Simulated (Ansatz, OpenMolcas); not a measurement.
## CH2Se (SMILES C=[Se]): from total energies to a heat of formation

CH2Se has 4 atoms, charge 0, and is taken as a singlet. SMILES: `C=[Se]`. Geometry: relaxed at PBE0-D4/def2-TZVP.

Total energies at revPBE/def2-TZVPP (OpenMolcas 26.06); the atoms run unrestricted:

| species | state | energy (Eh) |
| --- | --- | --- |
| CH2Se | singlet | -2440.627962 |
| C | triplet | -37.845596 |
| Se | triplet | -2401.291630 |
| H | doublet | -0.504123 |

Harmonic wavenumbers at PBE0-D4/def2-TZVP, in cm⁻¹: 917, 930, 972, 1456, 3111, 3211.

Measured heats of formation of the gaseous atoms at 298.15 K, in kJ/mol: C 716.9, Se 227.1, H 218.0. Spin-orbit lowering of the atoms at 298 K (mean of the ground term's levels less their thermal mean, from spectra), in kJ/mol: C 0.02, Se 11.30. Take 1 Eh = 2625.50 kJ/mol, 1 cm⁻¹ = 0.0119627 kJ/mol, RT = 2.479 kJ/mol.

Question: Work out the heat of formation of the gas at 298 K.

Answer: 
1. Electronic atomisation energy: (-37.845596) + (-2401.291630) + 2 × (-0.504123) − (-2440.627962) = 0.482490 Eh = 1266.8 kJ/mol.
2. Zero-point energy: half the sum of the wavenumbers, 5298.5 cm⁻¹ = 63.4 kJ/mol.
3. Thermal vibrational enthalpy, Σ hcν̃/(exp(hcν̃/kT) − 1): 0.4 kJ/mol. Translation, rotation and pV of a non-linear molecule: 4 RT = 9.9 kJ/mol.
4. The 4 free atoms carry 5/2 RT each: 24.8 kJ/mol.
5. Spin-orbit coupling lowers the free atoms by 0.02 + 11.30 = 11.3 kJ/mol.
6. Atomisation enthalpy at 298 K: 1266.8 − 11.3 − 63.4 − 0.4 − 9.9 + 24.8 = 1206.6 kJ/mol.
7. Sum of the atoms' heats of formation: 1380.0 kJ/mol. Heat of formation: 1380.0 − 1206.6 = +173.4 kJ/mol.

No measured value is set beside it here. Relativity is left out. Anharmonicity and any spin-orbit splitting of the molecule are left out.
